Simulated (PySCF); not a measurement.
Ligands exchanged one at a time, Al CH3-NH2. All species are isolated molecules in the gas phase. Strings in code marks are SMILES.

The four lowest singlet excitations (Tamm–Dancoff). Level of theory: PBE-D3(BJ)/def2-TZVP // B3LYP-D3(BJ)/def2-TZVP (PySCF). Excitations are Tamm–Dancoff values on a coarser integration grid. The basis has no diffuse functions, so Rydberg states are missing or too high.

| state | energy (eV) | wavelength (nm) | oscillator strength |
|---|---|---|---|
| S1 | 4.87 | 255 | 0.004 |
| S2 | 4.87 | 255 | 0.004 |
| S3 | 5.75 | 216 | 0.069 |
| S4 | 6.15 | 202 | 0.000 |

Q: Which member gives these states?
A) `[CH3][Al]([CH3])[CH3]`
B) `[NH2][Al]([NH2])[NH2]`
C) `[CH3][Al]([NH2])[NH2]`
D) `[CH3][Al]([CH3])[NH2]`

A: B, `[NH2][Al]([NH2])[NH2]`
